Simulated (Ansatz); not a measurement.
The same path of CH4AlFN (8 atoms, charge 1, multiplicity 1) was run twice with different band settings. The coordinate that changes most is the dihedral C1–N2–Al3–F4.

Level of theory: RKS r2SCAN/def2-SVP in Ansatz.

Relaxed end points:

```xyz
8
Properties=species:S:1:pos:R:3
C -0.465 1.135 -0.630
N -0.497 0.160 0.204
Al 0.840 -1.226 0.450
F 0.268 -2.190 1.646
H 0.393 1.248 -1.308
H -1.281 1.869 -0.687
H -1.335 0.126 0.802
H 2.076 -1.123 -0.478
```

```xyz
8
Properties=species:S:1:pos:R:3
C -0.566 1.076 -0.508
N -0.563 0.084 0.311
Al 0.893 -1.196 0.386
F 1.903 -0.617 -0.777
H 0.286 1.206 -1.191
H -1.399 1.792 -0.537
H -1.389 0.022 0.920
H 0.835 -2.367 1.397
```

Common settings: movable images 9; climbing image yes; spring 5.0 eV/Å²; start path IDPP; force threshold 0.05 eV/Å; iteration limit 60; end points relaxed.

| run | optimiser | largest step |
| --- | --- | --- |
| 1 | quadratic models (default) | default |
| 2 | fire | 0.5 Å |

Q: What does each run give, and how far can it be trusted?

A: Run 1: converged after 6 iterations, highest image 0.163 eV above the first end. A vibrational analysis at the climbing image gives one clearly imaginary mode, 116i cm⁻¹: a first-order saddle point.
Run 2: converged after 53 iterations, highest image 0.170 eV above the first end. The order of the stationary point at the top wasn't checked.
Limits of this set-up: the dipole of an ion depends on the origin.
